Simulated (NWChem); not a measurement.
# SiNH$_{4}$OBr; SMILES N[SiH](Br)O

```xyz
8

Si    -0.0449    -1.0269    -0.3905
N      1.3149    -1.7426     0.3349
O     -1.3821    -1.5502     0.4271
Br    -0.1331     1.2293    -0.2900
H     -0.0209    -1.3459    -1.8378
H      2.1898    -1.8234    -0.1689
H      1.4478    -1.7262     1.3397
H     -2.0947    -0.9087     0.5086
```
Atoms are numbered in this order, from 1.

Program: NWChem. Structure relaxed at the PBE0/def2-SVP level. Level: PBE0/def2-SVP with SMD (1 M gas to 1 M solution), gas-phase geometry. Reactions with the solvent are ignored.

For solvent n-hexane:

| Quantity | Result |
|---|---|
| solvation free energy (kcal/mol) | -4.2 |
| cavity-dispersion-structure term (kcal/mol) | -1.7 |

**Question.** How do the values read with solvent water instead?

**Answer.** The solvation free energy (kcal/mol) is -5.9 and the cavity-dispersion-structure term (kcal/mol) is 2.1.
